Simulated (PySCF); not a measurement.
## Bond length, frequency and bond energy of TmSi by level of theory

State: quartet, about 12.9 electrons in the 4f shell (Mulliken), real f orbitals that mix terms. Set-up: basis Tm x2c-SVPall, Si x2c-SVPall; spin-free X2C with a Gaussian nucleus; PySCF 2.14. De refers to Tm (4f13 6s2) + Si in their high-spin ground configurations, without counterpoise correction. The functionals are run spin-unrestricted. A positive dipole means Tm(−)Si(+). Levels whose curve was spin-contaminated or gave no clean fit are not listed.

```
       Level  Re (Å)  ωe (cm⁻¹)  De (eV)  μ (D)
        ROHF   3.142        119      n/a  -4.95
    ROHF-MP2   2.780        230      n/a    n/a
ROHF-SCS-MP2   2.826        216      n/a    n/a
         PBE   2.746        228     1.71  -4.62
        BP86   2.746        227     1.64  -4.49
       B3LYP   2.831        208     1.19  -4.73
```

Correlated steps freeze 23 core orbitals. These are scalar-relativistic numbers at best; spin–orbit coupling would shift them, the dissociation energy most. UHF is strongly spin-contaminated for TmSi, so the ROHF reference used there is far from stable. The state is the lowest single determinant that the PBE0 search found; with open d or f shells the true ground state can be another one.

The whole job (state search and all levels along the bond) took about 11 min on 2 threads of Intel Xeon Platinum 8488C (shared host), peak memory 4.5 GiB.
